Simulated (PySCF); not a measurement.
Electron correlation in Cl(2+) (chlorine, charge +2)

[Ne] 3s2 3p3, high-spin 4S determinant. All numbers are calculated (PySCF 2.14, the non-relativistic Hamiltonian (point nucleus), in aug-cc-pV(D+d)Z (5s4p3d, 32 functions)). Frozen: [Ne]; 5 electrons correlated.

```json
{"level": "CCSD", "correlation energy (mhartree)": "-96.11"}
{"level": "(T)", "correlation energy (mhartree)": "-1.14"}
{"level": "CCSD(T)", "correlation energy (mhartree)": "-97.25"}
{"level": "CCSDT", "correlation energy (mhartree)": "-97.53"}
```

Diagnostics: T1 = 0.0018, D1 = 0.0056, largest double amplitude 0.059.

**Question.** Is a single reference adequate?

**Answer.** Yes: T1 lies below 0.03 and no double amplitude reaches 0.07.
